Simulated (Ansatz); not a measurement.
`CC(C)[O][Al]([CH3])[F]` → `CC(C)[O][AlH][F]` + `[CH2]` (triplet)  (formal loss of a carbene)

Computed with Ansatz on PBE0-D4/def2-TZVP structures; ΔE is electronic, products minus reactants. CBS: MP2 limit from def2 TZ/QZ plus the TZ coupled-cluster correction, frozen cores. This one scheme is used for every species. DFT in def2-TZVPP. Triplets are unrestricted, without spin–orbit coupling. One conformer a species, not always the lowest.

```tsv
level	ΔE (eV)
BLYP-D4	4.93
PBE-QIDH	4.97
RPA@PBE/def2-TZVPP	4.77
MP2/def2-TZVPP	5.02
SCS-MP2/def2-TZVPP	5.00
HF/def2-QZVPP	3.42
SCS-MP2/def2-QZVPP	5.08
MP2/CBS(def2)	5.15
```

Q: What does CCSD(T)/CBS give? (An estimate is asked.)

A: Computed: +5.01 eV. The listed levels differ from it by -0.08, -0.04, -0.24, 0.01, -0.01, -1.59, 0.07, 0.14 eV.

Largest T1 diagnostic among the species: 0.012.

From r2SCAN to r2SCAN0 (25 % exact exchange), in def2-TZVPP and without D4, ΔE moves by −0.05 eV. At CCSD(T), def2-SVP lies −0.27 eV from the extrapolated value and def2-TZVPP −0.13 eV.
